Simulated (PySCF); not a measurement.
## Spin-rotation constants: `C=C[P@@](=O)(CC)CP`, C5H12OP2

Cartesian coordinates in Å; atom numbers follow the order of the lines, from 1:
```xyz
20

C    -1.3267    2.4816   -0.0907
C    -0.7866    1.4486   -0.7133
P     0.1695    0.2536    0.2621
O     0.2263    0.5555    1.6951
C    -0.5461   -1.3939   -0.1339
C    -1.9425   -1.4761    0.4609
C     1.8266    0.2666   -0.5514
P     2.8046   -1.1631    0.1302
H    -1.9031    3.2413   -0.5943
H    -1.1946    2.5833    0.9755
H    -0.8839    1.2883   -1.7778
H     0.1136   -2.1370    0.3251
H    -0.5557   -1.5537   -1.2126
H    -2.3625   -2.4721    0.3362
H    -2.6045   -0.7549   -0.0168
H    -1.8991   -1.2438    1.5235
H     2.2981    1.2248   -0.3188
H     1.7254    0.1599   -1.6330
H     4.0555   -0.5983   -0.1114
H     2.7805   -0.7000    1.4424
```

Level of theory: GIAO PBE0/pcSseg-1 magnetisability, rotational g tensor and spin-rotation constants, non-relativistic, gas phase (PySCF). Geometry: GFN2-xTB.

Q: Give the nuclear spin-rotation constants along the inertial axes (H = +C I·J) beside the isotropic shieldings.

A: Rotational constants 1.9742, 0.9925, 0.8033 GHz. A star marks the isotopologue with that one atom substituted, in its own axes.
| atom | isotope | Caa (kHz) | Cbb (kHz) | Ccc (kHz) | mean (kHz) | σ (ppm) |
| --- | --- | --- | --- | --- | --- | --- |
| P3 | 31P | 3.533 | 1.750 | 1.010 | 2.098 | 310.0 |
| P8 | 31P | 1.953 | 1.091 | 0.907 | 1.317 | 526.6 |
| H9 | 1H | 0.050 | -0.067 | -0.053 | -0.024 | 25.1 |
| H10 | 1H | -0.192 | -0.107 | 0.083 | -0.072 | 24.9 |
| H11 | 1H | -0.211 | -0.119 | 0.086 | -0.082 | 25.6 |
| H12 | 1H | -0.043 | -0.062 | -0.081 | -0.062 | 29.4 |
| H13 | 1H | -0.249 | -0.103 | 0.016 | -0.112 | 30.7 |
| H14 | 1H | -0.224 | 0.019 | -0.084 | -0.096 | 30.5 |
| H15 | 1H | -0.034 | -0.087 | -0.080 | -0.067 | 30.9 |
| H16 | 1H | -0.213 | -0.101 | 0.014 | -0.100 | 30.2 |
| H17 | 1H | -0.207 | 0.019 | -0.083 | -0.090 | 29.4 |
| H18 | 1H | -0.213 | -0.124 | 0.016 | -0.107 | 30.6 |
| H19 | 1H | -0.094 | -0.023 | -0.087 | -0.068 | 28.9 |
| H20 | 1H | -0.194 | -0.102 | 0.026 | -0.090 | 28.4 |
| C1 | 13C* | 0.668 | 0.181 | 0.380 | 0.410 | 42.5 |
| C2 | 13C* | 0.616 | 0.207 | 0.378 | 0.400 | 44.6 |
| O4 | 17O* | -0.121 | -0.046 | -0.174 | -0.114 | 266.5 |
| C5 | 13C* | 0.332 | 0.157 | 0.107 | 0.199 | 161.2 |
| C6 | 13C* | 0.232 | 0.130 | 0.099 | 0.154 | 179.8 |
| C7 | 13C* | 0.303 | 0.146 | 0.107 | 0.185 | 166.7 |

For the geometry as given, no vibrational averaging.

Q: How do the rotational constants and the g tensor change when H9, H10, H11, H12, H13, H14, H15, H16, H17, H18, H19, H20 are replaced by deuterium?

A: Constants 1.6309, 0.8766, 0.6984 GHz; g -0.0130, -0.0068, -0.0061, against -0.0158, -0.0075, -0.0070 before.
